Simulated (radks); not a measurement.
Values are calculated unless marked as measured or tabulated.
Isoelectronic series with 14 electrons, all held in the configuration [Ne] 3s2 3p2, which need not be the ground one along the series. Level of theory: scalar-relativistic Kohn-Sham, PBE, spin-polarised, spherical densities, finite nucleus; open shells are filled with parallel spins first (spin-orbit coupling, left out, can overturn this in heavy ions); Fermi nuclear charge, rms radius of each element as measured or else 0.836 A^(1/3) + 0.57 fm (a radial shooting solver on a logarithmic mesh with Libxc functionals). Total energies (hartree) and orbital eigenvalues (hartree) (* marks an orbital that is empty in some or all of the ions):

| ion | E (hartree) | 3d down* | 3d up* | 3p down* | 3p up | 3s down | 3s up |
|---|---|---|---|---|---|---|---|
| Ru30+ | -3856.95143 | -57.14673 | -57.58327 | -61.79882 | -62.32597 | -65.47176 | -66.00227 |
| Rh31+ | -4050.48354 | -60.80753 | -61.25621 | -65.64420 | -66.18663 | -69.50378 | -70.04950 |
| Pd32+ | -4249.10016 | -64.58112 | -65.04197 | -69.60750 | -70.16523 | -73.66238 | -74.22335 |
| Ag33+ | -4452.83666 | -68.46760 | -68.94065 | -73.68911 | -74.26216 | -77.94847 | -78.52473 |
| Cd34+ | -4661.72439 | -72.46707 | -72.95235 | -77.88940 | -78.47781 | -82.36294 | -82.95452 |
| In35+ | -4875.80447 | -76.57961 | -77.07717 | -82.20876 | -82.81256 | -86.90680 | -87.51375 |
| Sn36+ | -5095.10958 | -80.80535 | -81.31521 | -86.64761 | -87.26682 | -91.58100 | -92.20336 |
| Sb37+ | -5319.68017 | -85.14439 | -85.66660 | -91.20636 | -91.84101 | -96.38660 | -97.02443 |
| Te38+ | -5549.55271 | -89.59685 | -90.13146 | -95.88544 | -96.53557 | -101.3246 | -101.9780 |
| I39+ | -5784.77526 | -94.16284 | -94.70988 | -100.6853 | -101.3509 | -106.3963 | -107.0652 |
| Xe40+ | -6025.38343 | -98.84249 | -99.40202 | -105.6064 | -106.2876 | -111.6027 | -112.2872 |
| Cs41+ | -6271.4253 | -103.6359 | -104.2080 | -110.6491 | -111.3459 | -116.9450 | -117.6452 |
| Ba42+ | -6522.9426 | -108.5433 | -109.1279 | -115.8141 | -116.5265 | -122.4245 | -123.1404 |
| La43+ | -6779.9859 | -113.5647 | -114.1620 | -121.1017 | -121.8297 | -128.0425 | -128.7742 |
| Ce44+ | -7042.6010 | -118.7003 | -119.3103 | -126.5124 | -127.2562 | -133.8003 | -134.5478 |
| Pr45+ | -7310.8399 | -123.9503 | -124.5730 | -132.0469 | -132.8064 | -139.6993 | -140.4627 |
| Nd46+ | -7584.7520 | -129.3148 | -129.9502 | -137.7055 | -138.4808 | -145.7409 | -146.5203 |
| Pm47+ | -7864.3854 | -134.7939 | -135.4422 | -143.4889 | -144.2800 | -151.9265 | -152.7219 |
| Sm48+ | -8149.7835 | -140.3878 | -141.0490 | -149.3976 | -150.2046 | -158.2576 | -159.0690 |
| Eu49+ | -8441.0401 | -146.0966 | -146.7708 | -155.4322 | -156.2550 | -164.7361 | -165.5637 |
